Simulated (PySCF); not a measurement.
Job for PySCF: D3(BJ) and D4 dispersion corrections on CH8GeO (a complex), monomers drawn apart or pushed together.

```python
from pyscf import gto
from pyscf.dispersion import dftd3, dftd4

mol = gto.M(
    atom='''
    C    -0.44998375    0.17170259    0.48867825
    O     0.79079455    0.28184996    1.17473437
    H    -1.25318139    0.70804204    1.00507366
    H    -0.70256932   -0.88704816    0.46579180
    H    -0.38136734    0.53591060   -0.54148981
    H     1.04205003    1.21009986    1.21463627
    Ge   -0.11431440   -0.36658761    6.79112971
    H    -0.65832933   -1.56092663    5.99844045
    H    -0.70729298    0.94127059    6.24298699
    H     1.41658733   -0.32136806    6.72725382
    H    -0.54832823   -0.50788475    8.26375599
    ''',
    basis='def2-svp',
    charge=0, spin=0, verbose=0, max_memory=1800)
d3, d4 = {}, {}
for xc in ['hf', 'pbe', 'blyp', 'revpbe', 'tpss', 'r2scan', 'b3lyp', 'pbe0', 'bhlyp', 'camb3lyp', 'b2plyp']:
    d3[xc] = float(dftd3.DFTD3Dispersion(mol, xc=xc, version='d3bj', atm=False).get_dispersion()['energy'])
    print(f'D3(BJ) {xc:10s} {d3[xc]:14.8f} Eh')
for xc in ['hf', 'pbe', 'blyp', 'revpbe', 'tpss', 'r2scan', 'b3lyp', 'pbe0', 'bhlyp', 'camb3lyp', 'b2plyp']:
    d4[xc] = float(dftd4.DFTD4Dispersion(mol, xc={'camb3lyp': 'cam-b3lyp'}.get(xc, xc), atm=True).get_dispersion()['energy'])
    print(f'D4     {xc:10s} {d4[xc]:14.8f} Eh')
```

It printed:

```
D3(BJ) hf            -0.03806852 Eh
D3(BJ) pbe           -0.00380409 Eh
D3(BJ) blyp          -0.00795692 Eh
D3(BJ) revpbe        -0.01016386 Eh
D3(BJ) tpss          -0.00464712 Eh
D3(BJ) r2scan        -0.00102786 Eh
D3(BJ) b3lyp         -0.00646419 Eh
D3(BJ) pbe0          -0.00315219 Eh
D3(BJ) bhlyp         -0.00497308 Eh
D3(BJ) camb3lyp      -0.00270092 Eh
D3(BJ) b2plyp        -0.00288888 Eh
D4     hf            -0.01352320 Eh
D4     pbe           -0.00323598 Eh
D4     blyp          -0.00741422 Eh
D4     revpbe        -0.01217401 Eh
D4     tpss          -0.00437141 Eh
D4     r2scan        -0.00083407 Eh
D4     b3lyp         -0.00516106 Eh
D4     pbe0          -0.00266982 Eh
D4     bhlyp         -0.00351575 Eh
D4     camb3lyp      -0.00263754 Eh
D4     b2plyp        -0.00222806 Eh
```

The run finished.

Cost: roughly 0.04 core-seconds.
